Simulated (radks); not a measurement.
Ionisation ladder of silver, from Ag XX to Ag XXVII. Each ion is in the ground configuration listed by NIST, and IE = E(next ion) - E(this ion). All-electron calculation, scalar-relativistic Kohn-Sham, r2SCAN, spin-polarised, spherical densities, finite nucleus; open shells are filled with parallel spins first (spin-orbit coupling, left out, can overturn this in heavy ions); meta-GGA in the generalised Kohn-Sham scheme; Fermi nuclear charge, rms radius 4.5454 fm. Program: a radial shooting solver on a logarithmic mesh with Libxc functionals.

species   configuration  E (hartree)  IE, Delta-SCF (eV)  -e(HOMO) (eV)     HOMO  <r> HOMO (bohr)  IE, NIST (eV)    kind  error (eV)
Ag XX         [Ar] 3d10  -5169.44994              890.04         859.39       3d            0.335            885  theory        +5.0
Ag XXI         [Ar] 3d9  -5136.74173              952.64         921.40  3d down            0.331            946  theory        +6.6
Ag XXII        [Ar] 3d8  -5101.73282              1016.4         984.62  3d down            0.326           1013  theory        +3.4
Ag XXIII       [Ar] 3d7  -5064.38022              1081.3         1049.0  3d down            0.321           1082  theory        -0.7
Ag XXIV        [Ar] 3d6  -5024.64500              1147.0         1114.3  3d down            0.317           1149  theory        -2.0
Ag XXV         [Ar] 3d5  -4982.49525              1240.7         1206.0    3d up            0.310           1231  theory        +9.7
Ag XXVI        [Ar] 3d4  -4936.89886              1311.5         1276.3    3d up            0.306           1308  theory        +3.5
Ag XXVII       [Ar] 3d3  -4888.70170              1383.4         1347.6    3d up            0.302           1382  theory        +1.4

Reference values: NIST Atomic Spectra Database (exp. = measured, semi-emp. = semi-empirical, theory = theoretical value adopted there). The ionisation energy per charge of the ion left behind rises most, in proportion, at Ag XXV ([Ar] 3d5), from 47.790 to 49.630 eV. Open shells are spherical and high-spin; term and fine-structure splittings are not resolved.
